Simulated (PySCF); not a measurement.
A run for PySCF: U-HF/LANL2DZ on ClHPb (SMILES [Cl][PbH]), a point of a bond scan (R = 2.992 Å).

```python
from pyscf import gto, scf, dft, mp
from pyscf.data.elements import chemcore

mol = gto.M(
    atom='''
    Pb   -0.21816163   -0.21253453    0.29359630
    H    -1.37766248   -0.88691623   -0.99885930
    Cl    1.40364996    1.33531260   -1.68761602
    ''',
    basis='lanl2dz',
    ecp={'Cl': 'lanl2dz', 'Pb': 'lanl2dz'},
    charge=0, spin=0, verbose=3, max_memory=1800)
mf = scf.UHF(mol)
mf.conv_tol = 1e-8
mf.max_cycle = 100
mf.init_guess_breaksym = True
mf.kernel()
if not mf.converged:
    mf = mf.newton().run(mf.mo_coeff, mf.mo_occ)
for _ in range(4):
    mo, _, stable, _ = mf.stability(return_status=True)
    if stable:
        break
    mf.kernel(mf.make_rdm1(mo, mf.mo_occ))
```

The log:

```
converged SCF energy = -18.6361903976137  <S^2> = 1.4167387e-09  2S+1 = 1
<class 'pyscf.scf.uhf.UHF'> wavefunction is stable in the internal stability analysis
```

The run converged.

Cost: very roughly 0.17 core-seconds.
